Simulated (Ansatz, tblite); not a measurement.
Cost and result up the ladder for In5As6H18⁺, a cluster cut from wurtzite InAs (hydrogen-capped) (29 atoms). Charge 1, multiplicity 1. Geometry: r2SCAN-D4/def2-SVP.

```xyz
29

As   -2.291    1.039    1.621
In   -1.937   -1.612    1.114
In   -2.322    0.355   -2.909
As   -1.298   -1.671   -1.425
As    0.470   -1.753    2.379
In    0.994   -3.004   -1.995
In   -0.704    3.010    0.722
As   -0.661    2.330   -1.843
As    1.657    2.087    1.654
In    2.681   -0.414    1.649
As    2.695   -1.067   -0.923
H    -3.678    1.409    1.153
H    -2.523    1.257    3.098
H    -3.120   -2.568    1.903
H    -3.796    0.832   -2.165
H    -1.780    0.164   -4.520
H    -2.286   -2.753   -1.820
H     0.283   -1.577    3.868
H     0.883   -3.204    2.408
H     1.190   -4.211   -0.788
H     1.257   -2.920   -3.682
H    -1.068    4.599    1.244
H    -0.829    3.654   -2.550
H     0.809    2.156   -2.152
H     1.772    2.586    3.076
H     2.723    2.981    1.065
H     4.059   -0.588    2.648
H     2.671    0.264   -1.641
H     4.150   -1.378   -1.188
```

Ansatz on 2 threads of AMD EPYC 7R13 on a shared host and a share (18 GiB) of an NVIDIA H100 80GB HBM3; xTB runs through tblite on one thread. Times are rough, summed over both states, and most runs start from the orbitals of an earlier one. r2SCAN0-D4/def2-TZVP serves as the yardstick here, not as an exact answer. The other state is a doublet.

In the def2 sets In takes a core potential; there is no spin–orbit coupling. The xTB rows come from tblite. Single mean-field runs in def2-TZVP are fitted with def2-universal-jkfit.

Raw xTB energies of ions are shifted by several eV.

| level | functions | wall time | vertical IE (eV) | difference from r2SCAN0-D4/def2-TZVP (eV) |
| --- | --- | --- | --- | --- |
| GFN2-xTB | 117 | 0.17 s | 14.76 | 3.49 |
| GFN1-xTB | 135 | 0.23 s | 14.25 | 2.97 |
| PBE-D4/def2-TZVP | 646 | 30 s | 10.86 | -0.41 |
| r2SCAN0-D4/def2-TZVP | 646 | 32 s | 11.28 | 0.00 |
| PBE0-D4/def2-TZVP (with forces) | 646 | 33 s | 11.22 | -0.06 |
